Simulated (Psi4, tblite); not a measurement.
Two rigid molecules brought together: CH4 ··· CH4O (SMILES C and CO). Monomers: optimised at B3LYP-D3(BJ) (def2-TZVP), held rigid. Orientation: lowest of the rigid-body minima from ten starts at GFN2-xTB. Only R, the distance of the centres of mass, is varied, so the lowest point isn't the relaxed dimer.

- GFN2-xTB (tblite)
- SAPT0/jun-cc-pVDZ, frozen core (Psi4)

Interaction energies in kcal/mol:

```csv
R / Å,GFN2-xTB
3.17,1.52
3.33,-0.14
3.56,-1.02
3.74,-1.14
3.90,-1.09
4.11,-0.94
4.42,-0.71
4.73,-0.52
5.26,-0.30
5.95,-0.15
6.92,-0.06
8.25,-0.03
```

**Question.** Estimate the SAPT0/jun-cc-pVDZ values at these points.

**Answer.** 3.17: 3.32; 3.33: 1.21; 3.56: -0.16; 3.74: -0.53; 3.90: -0.63; 4.11: -0.60; 4.42: -0.47; 4.73: -0.34; 5.26: -0.19; 5.95: -0.09; 6.92: -0.04; 8.25: -0.01 (kcal/mol).
